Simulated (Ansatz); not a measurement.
Cartesian coordinates in Å:
```
Cl -0.8797 -2.2967 1.1410
Si 0.5334 -1.1529 0.1626
Sn -0.4061 1.1993 -0.2318
H 1.7515 -1.1230 1.0105
H 0.8574 -1.8365 -1.1146
H -0.8009 1.9266 1.2590
H 0.7521 2.1702 -1.0277
H -1.8077 1.1130 -1.1991
```

Total charge 0; spin multiplicity 1. Sn: def2 effective core potential.

**Question.** List the B3LYP/def2-TZVPP orbital energies in eV (Ansatz). (Best estimate.)

**Answer.** Ansatz gave: Occupied: -2762.50, -1800.13, -257.26, -196.28, -196.14, -196.14, -144.58, -138.82, -99.94, -99.87, -99.86, -93.66, -93.64, -93.64, -27.93, -27.93, -27.89, -27.80, -27.80, -22.63, -15.25, -13.75, -10.82, -10.62, -9.68, -9.09, -9.07, -8.76, -7.70. Lowest empty: -0.81, -0.50, -0.13, 0.30, 1.00, 1.31, 1.33, 2.21.

B3LYP here is the variant with VWN-RPA as its local correlation; programs differ in this.
